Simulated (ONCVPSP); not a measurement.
# Li (Z = 3), ONCV: configuration errors across variants

| Item | Value |
| --- | --- |
| Element | Li |
| Generator | ONCVPSP 4.0.1 |
| Type | optimised norm-conserving Vanderbilt (ONCV) |
| Functional | PBEsol |
| Relativity | scalar-relativistic |
| Frozen core | none |
| Valence charge | 3 |
| Reference configuration | 1s2 2s1 |
| Partial waves | 1s+2s: rc 0.90 bohr, ncon 3, nbas 6, qcut 17.2 1/bohr, 2 projectors; p scattering state at 0.1 Ha: rc 0.95 bohr, ncon 4, nbas 9, qcut 8.9 1/bohr, 2 projectors, debl 2.1 Ha; d scattering state at 0.03 Ha: rc 0.95 bohr, ncon 4, nbas 9, qcut 9.5 1/bohr, 2 projectors, debl 3.2 Ha |
| Local potential | polynomial inside 0.85 bohr (lpopt 5, dvloc0 4 Ha) |
| Core correction | none |

All-electron excitation energies from the reference (eV): (1) 1s2 2s0 5.187; (2) 1s2 2s0.5 2.013; (3) 1s2 2s0 2p1 1.761; (4) 1s1 2s1 67.777.

1 further variants failed, have other tests or too few solved ones, and are left out.

Errors AE − PS in meV (a dash: test not solved or not reliable):

| change | (1) | (2) | (3) | (4) | bound ghosts | GHOST(+) flags above zero |
| --- | --- | --- | --- | --- | --- | --- |
| base | +0.1 | 0.0 | +0.2 | +280 | none | none |
| local potential polynomial inside 0.85 bohr (lpopt 5, dvloc0 3.5 Ha) | +0.1 | 0.0 | +0.2 | +280 | none | none |
| p: nproj 1 | +0.1 | 0.0 | +0.2 | +280 | none | none |

Give the same row for: s: qcut 14.7; p: qcut 7.6; d: qcut 8.1.

+0.2, 0.0, +0.2, +305; bound ghosts: none; GHOST(+) flags above zero: none.
